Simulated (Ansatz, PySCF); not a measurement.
Breaking the Ga1–H2 bond in BrGaH2 (SMILES [GaH2][Br]) (multiplicity 1 held, fragments rigid). Energies count from the point at 1.557 Å.
Geometry at that point (charge 0, multiplicity 1):
```xyz
4

Ga    -0.62727    -0.97642     0.15642
H     -0.07053    -1.95941     1.22858
H     -1.89601    -1.10175    -0.73821
Br     0.61177     0.95229    -0.15255
```

Restricted levels (R-, RO-) in cc, def2 and unpolarised 6-31G sets keep to the state of the molecule at rest. Unrestricted levels (U-) break spin symmetry where that is lower. Curves can end on different states.

Frozen-core correlation. Filled d and f shells under p-block atoms count as core. Rows in LANL2DZ carry no dispersion term and start afresh at each structure. LANL2DZ brings its own core potentials from Na on.

The values were computed with Ansatz (Gaussian orbitals); PySCF for LANL2DZ rows. Each number belongs to the level named beside it.

Question: One of these levels gives 5.210 eV for the energy at R = 4.984 Å. Which one is it?
A. R-SCS-MP2/cc-pVTZ
B. U-HF/cc-pVTZ
C. U-SCS-MP2/cc-pVTZ
D. R-B3LYP/LANL2DZ

Answer: D, R-B3LYP/LANL2DZ. The others give 2.731 (U-HF/cc-pVTZ), 4.550 (R-SCS-MP2/cc-pVTZ), 3.530 (U-SCS-MP2/cc-pVTZ)

Doubts at one or more of the structures used: a spin-contaminated determinant (U-HF/cc-pVTZ, U-SCS-MP2/cc-pVTZ); a restricted determinant that unrestricted orbitals would lower (R-SCS-MP2/cc-pVTZ).

Ansatz is an electronic-structure program.
